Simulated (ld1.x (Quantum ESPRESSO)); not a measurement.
The numbers below are computed, except where a source is named.
# Potentials for S (Z = 16) compared

Generated with ld1.x 7.5 (TM, RRKJ, ultrasoft, PAW), atompaw 4.2 or ONCVPSP 4.0.1. The cutoff is in Ry: for ld1.x and atompaw files where the sum of valence levels is converged to 10 mRy in a Bessel basis, for ONCV files where the hardest occupied wave has 1 mHa per electron of residual kinetic energy. The error is the largest all-electron minus pseudo excitation energy over each file’s own four to seven test configurations (ionisations up to +4, promotions, holes and added fractions of an electron), all of which were solved. The labels leave out finer settings (local radius, basis sizes, second energies), which also bear on the numbers. Spin-polarised tests are not counted. The rows are a selection from randomly drawn settings: files with unsolved tests, undetermined cutoffs or missed reference levels are left out.

A true bound ghost makes a file unfit for plane-wave use even where its test errors are small: the radial tests pick states by their node count and pass the ghost by.

| potential | cutoff (Ry) | largest error (meV) | bound ghosts |
| --- | --- | --- | --- |
| TM, LDA (PZ), scalar-relativistic, rc 1.30/1.70 (sp), local p, core correction no, reference 3s2 3p4 | 40 | +355 | none |
| TM, LDA (PZ), non-relativistic, rc 1.45/1.20 (sp), local s, core correction yes, reference 3s2 3p4 | 70 | +156 | none |
| TM, PBE, non-relativistic, rc 1.15/1.65/1.55 (spd), local d, core correction yes, reference 3s1 3p5 | 45 | +344 | none |
| ultrasoft, LDA (PZ), scalar-relativistic, rc 1.50/1.40/1.35 (spd), local smoothed, core correction yes, reference 3s1 3p5 | 15 | -57 | none |
| ultrasoft, PBE, non-relativistic, rc 1.55/2.00/1.90 (spd), local smoothed, core correction no, reference 3s2 3p4 | 15 | +29 | none |
| ultrasoft, PBE, non-relativistic, rc 1.20/1.65 (sp), local smoothed, core correction no, reference 3s2 3p4 | 30 | +78 | s |
| TM, LDA (PZ), scalar-relativistic, rc 1.20/1.50 (sp), local smoothed, core correction no, reference 3s1 3p5 | 40 | +398 | none |
| ultrasoft, PBE, scalar-relativistic, rc 1.65/1.40 (sp), local smoothed, core correction yes, reference 3s1.75 3p4.25 | 15 | -1.0 | none |

Fill in the row for S: TM semilocal, PBE, non-relativistic, rc 1.30/1.00/1.30 (spd), local s, core correction yes, reference 3s2 3p1.

cutoff 110 Ry, largest error +121 meV, bound ghosts: none.
